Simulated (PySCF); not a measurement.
Isomers of C7H11ClO2, mass 162.045 u with the commonest isotopes. Method: PBE0/pcSseg-1 in PySCF (dipole) on a GFN2-xTB geometry, gas phase. One conformer each, none proved a minimum here; rigid rotors.

Question: Order these by out-of-plane moment Σ m c² = (Ia + Ib − Ic)/2, smallest first.
A. `[CH2:1]=[CH:2][C@@H:3]([CH3:4])[C@@H:5]([O:6][CH3:7])[C:8](=[O:9])[Cl:10]` with C1–C2–C3–C4 117°, C2–C3–C5–O6 -64°, C3–C5–O6–C7 -168°, C3–C5–C8–O9 -110°
B. `[CH3:1][CH2:2]/[C:3]([C:4](=[O:5])[Cl:6])=[C:7](\[CH3:8])[O:9][CH3:10]` with C1–C2–C3–C4 92°, C2–C3–C4–O5 174°, C3–C7–O9–C10 -178°
C. `[CH3:1][CH2:2][C@@:3]1([C:4](=[O:5])[Cl:6])[CH2:7][C@@H:8]1[O:9][CH3:10]` with C1–C2–C3–C4 -70°, C2–C3–C4–O5 161°, C7–C8–O9–C10 -152°
D. `[CH3:1][O:2][C@@:3]1([CH3:4])[CH2:5][C@:6]1([CH3:7])[C:8](=[O:9])[Cl:10]` with C1–O2–C3–C4 54°, C5–C6–C8–O9 176°

Answer: B (23.33 u·Å²), D (96.60 u·Å²), C (97.72 u·Å²), A (120.66 u·Å²).

Question: Order these by dipole moment, smallest first.
A. `[CH2:1]=[CH:2][C@@H:3]([CH3:4])[C@@H:5]([O:6][CH3:7])[C:8](=[O:9])[Cl:10]` with C1–C2–C3–C4 117°, C2–C3–C5–O6 -64°, C3–C5–O6–C7 -168°, C3–C5–C8–O9 -110°
B. `[CH3:1][CH2:2]/[C:3]([C:4](=[O:5])[Cl:6])=[C:7](\[CH3:8])[O:9][CH3:10]` with C1–C2–C3–C4 92°, C2–C3–C4–O5 174°, C3–C7–O9–C10 -178°
C. `[CH3:1][CH2:2][C@@:3]1([C:4](=[O:5])[Cl:6])[CH2:7][C@@H:8]1[O:9][CH3:10]` with C1–C2–C3–C4 -70°, C2–C3–C4–O5 161°, C7–C8–O9–C10 -152°
D. `[CH3:1][O:2][C@@:3]1([CH3:4])[CH2:5][C@:6]1([CH3:7])[C:8](=[O:9])[Cl:10]` with C1–O2–C3–C4 54°, C5–C6–C8–O9 176°

Answer: A (2.64 D), D (3.04 D), C (3.69 D), B (6.53 D).

Question: Order these by rotational constant B, smallest first.
A. `[CH3:1][CH2:2]/[C:3]([C:4](=[O:5])[Cl:6])=[C:7](\[CH3:8])[O:9][CH3:10]` with C1–C2–C3–C4 92°, C2–C3–C4–O5 174°, C3–C7–O9–C10 -178°
B. `[CH3:1][CH2:2][C@@:3]1([C:4](=[O:5])[Cl:6])[CH2:7][C@@H:8]1[O:9][CH3:10]` with C1–C2–C3–C4 -70°, C2–C3–C4–O5 161°, C7–C8–O9–C10 -152°
C. `[CH2:1]=[CH:2][C@@H:3]([CH3:4])[C@@H:5]([O:6][CH3:7])[C:8](=[O:9])[Cl:10]` with C1–C2–C3–C4 117°, C2–C3–C5–O6 -64°, C3–C5–O6–C7 -168°, C3–C5–C8–O9 -110°

Answer: A (819.8 MHz), B (992.7 MHz), C (1039 MHz).

| SMILES | point group | Ia (u·Å²) | Ib (u·Å²) | Ic (u·Å²) | κ | μa (D) | μb (D) | μc (D) |
| --- | --- | --- | --- | --- | --- | --- | --- | --- |
| CC/C(C(=O)Cl)=C(\C)OC | C1 | 311.39 | 616.46 | 881.18 | -0.53 | 5.36 | 3.73 | 0.20 |
| CC[C@@]1(C(=O)Cl)C[C@@H]1OC | C1 | 360.19 | 509.12 | 673.86 | -0.26 | 0.33 | 2.75 | 2.44 |
| C=C[C@@H](C)[C@@H](OC)C(=O)Cl | C1 | 441.50 | 486.27 | 686.45 | 0.48 | 1.60 | 0.89 | 1.90 |
| CO[C@@]1(C)C[C@]1(C)C(=O)Cl | C1 | 276.05 | 607.40 | 690.23 | -0.82 | 2.91 | 0.79 | 0.39 |
